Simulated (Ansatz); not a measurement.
Stepwise reaction of `[OH][Hf]([F])([F])[I]` with water, as a gas-phase model of exchange steps in deposition or etching. ΔE in kJ/mol; ΔG adds harmonic PBE0-D4 terms to CCSD(T)/CBS, at 1 bar.

Calculated with Ansatz (gas phase, PBE0-D4/def2-TZVP geometries, no zero-point term in ΔE). CCSD(T)/CBS adds triple-zeta CCSD(T) − MP2 to the extrapolated MP2 energy (def2 sets, frozen cores). This one scheme is used for every species. Functionals use def2-TZVPP. B3LYP here is the variant with VWN-RPA as its local correlation; programs differ in this. def2 core potentials past Kr. For Hf, I outer-core shells are correlated without core-valence functions, which leaves a few kJ/mol of doubt a bond. Each species was taken in one conformer, which may not be the lowest.

```
step                                                        reaction  PBE-D4  B3LYP-D4  ωB97M-V  CCSD(T)/CBS  ΔG(600 K)
   1  `[OH][Hf]([F])([F])[I]` + H₂O → `[OH][Hf]([OH])([F])[I]` + H–F    48.7      46.1     45.1         40.4       34.9
```

**Question.** Give the row of step 2, `[OH][Hf]([OH])([F])[I]` + H₂O → `[OH][Hf]([OH])([OH])[I]` + H–F. (Best estimate.)

**Answer.** Ansatz gave: 
```tsv
step	reaction	PBE-D4	B3LYP-D4	ωB97M-V	CCSD(T)/CBS	ΔG(600 K)
2	`[OH][Hf]([OH])([F])[I]` + H₂O → `[OH][Hf]([OH])([OH])[I]` + H–F	52.5	50.9	50.5	46.2	47.3
```

**Question.** By hand: ΔE of the 2 steps together at CCSD(T)/CBS.

**Answer.** (40.4) + (46.2) = 86.6 kJ/mol, or 43.3 kJ/mol a step.

In ΔE each step is higher than the one before. All are uphill at CCSD(T)/CBS. ΔG lies between 34.9 and 47.3 kJ/mol a step. PBE-D4 differs from CCSD(T)/CBS by 6.3 to 8.3 kJ/mol a step. Only this route is followed, and other bonds may react first. Isolated molecules leave out the surface, adducts and barriers. Largest T1 diagnostic: 0.014.
